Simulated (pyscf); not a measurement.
# `[CH2]=[SiH]`, doublet

Gas-phase minimum from PySCF at ωB97X-D3(BJ)/def2-SVP, one conformer. Other isomers of [H₂C=SiH]• were not searched in full and may lie lower. 

```xyz
5

C     -1.4330    -0.5400    -0.4484
Si    -1.1272     0.2210     1.0484
H     -0.8766    -1.4417    -0.7350
H     -2.1710    -0.1813    -1.1716
H     -0.1037    -0.3064     2.0122
```
Charge 0, spin multiplicity 2.

Bonds (Å): C1–Si2 1.707, C1–H3 1.098, C1–H4 1.094, Si2–H5 1.502. Angles (°): Si2–C1–H3 120.3, Si2–C1–H4 123.7, H3–C1–H4 116.0, C1–Si2–H5 121.9.

Properties at ωB97X-D3(BJ)/def2-SVP:

- Harmonic wavenumbers, unscaled: 426, 508, 764, 832, 998, 1357, 2178, 3162, 3277 cm⁻¹
- Zero-point energy: 19.3 kcal/mol
- Rotational symmetry number: 1
- Entropy of this conformer at 298 K and 1 atm, rigid rotor and harmonic oscillator, modes under 100 cm⁻¹ raised to 100: 252.8 J/(mol K)
- Dipole moment: 0.66 D
- Spin expectation value S2: 0.765

Single-point totals, which compare only within one level (frozen core for MP2 and CC):

```csv
level,total energy (hartree)
ωB97X-D3(BJ)/def2-TZVP,-329.34839
PBE/def2-TZVP,-329.10840
r²SCAN/def2-TZVP,-329.26180
B3LYP-D3(BJ)/def2-TZVP,-329.34296
PBE0-D3(BJ)/def2-TZVP,-329.14078
M06-2X/def2-TZVP,-329.26834
ωB97M-D3(BJ)/def2-TZVP,-329.36005
UHF/def2-TZVPP,-328.47338
MP2/def2-TZVPP,-328.71981
CCSD/def2-TZVPP,-328.76071
CCSD(T)/def2-TZVPP,-328.77448
```

The CCSD(T) − MP2 part came from Ansatz, without density fitting, on the same reference. An open-shell T1 diagnostic exceeds 0.045. A UHF reference is spin-contaminated (<S²> up to 1.18), which harms MP2 most.
